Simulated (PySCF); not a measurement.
**Correlation energy of Zn²⁺ (zinc, charge +2)**

[Ar] 3d10, closed-shell 1S. All numbers are calculated (PySCF 2.14, the spin-free X2C one-electron Hamiltonian (Gaussian nucleus), in x2c-TZVPPall (6s5p4d2f1g, 64 functions)). Frozen: [Ar]; 10 electrons correlated.

| level | correlation energy (mhartree) |
| --- | --- |
| CCSD | -379.30 |
| (T) | -8.26 |
| CCSD(T) | -387.56 |

Diagnostics: T1 = 0.0069, D1 = 0.0098, largest double amplitude 0.017.

Cost of the coupled-cluster step: about 1.4 core-seconds, for 10 correlated electrons.

Iterations:

```
CC2 = 0
CCSD nocc = 5, nmo = 55
frozen orbitals [0, 1, 2, 3, 4, 5, 6, 7, 8]
max_cycle = 100
direct = 0
conv_tol = 1e-08
conv_tol_normt = 1e-06
diis_space = 8
diis_start_cycle = 0
Init t2, MP2 energy = -1793.76598919971  E_corr(MP2) -0.41833645827507
Init E_corr(CCSD) = -0.418336458311685
cycle = 1  E_corr(CCSD) = -0.369824673197524  dE = 0.0485117851  norm(t1,t2) = 0.0360711
cycle = 2  E_corr(CCSD) = -0.381748462431584  dE = -0.0119237892  norm(t1,t2) = 0.0141162
cycle = 3  E_corr(CCSD) = -0.379432835100922  dE = 0.00231562733  norm(t1,t2) = 0.00647518
cycle = 4  E_corr(CCSD) = -0.379257684299232  dE = 0.000175150802  norm(t1,t2) = 0.000344661
cycle = 5  E_corr(CCSD) = -0.379294029754174  dE = -3.63454549e-05  norm(t1,t2) = 0.000106132
cycle = 6  E_corr(CCSD) = -0.3793005859917  dE = -6.55623753e-06  norm(t1,t2) = 1.08091e-05
cycle = 7  E_corr(CCSD) = -0.379299354059333  dE = 1.23193237e-06  norm(t1,t2) = 3.30255e-06
cycle = 8  E_corr(CCSD) = -0.379299191164299  dE = 1.62895033e-07  norm(t1,t2) = 3.82727e-07
cycle = 9  E_corr(CCSD) = -0.379299190491812  dE = 6.72487288e-10  norm(t1,t2) = 5.22494e-08
CCSD converged
E(CCSD) = -1793.726951931927  E_corr = -0.379299190491812
CCSD(T) correction = -0.00826101666451915
```
